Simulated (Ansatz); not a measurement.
Problem. Name a neutral molecule of C, Ge, O, Si and H with HOMO energy (B3LYP/def2-TZVPP) between -7.25 and -6.95 eV and HOMO–LUMO gap (B3LYP/def2-TZVPP) between 6.35 and 6.65 eV (Ansatz, PBE0-D4/def2-TZVP geometry).

Solution. `[OH][GeH]1[CH2]O[SiH2]1` (-7.06 eV, 6.41 eV). Other molecules can fit too; these were computed, each in one conformer that needn't be the lowest.

B3LYP here is the variant with VWN-RPA as its local correlation; programs differ in this.
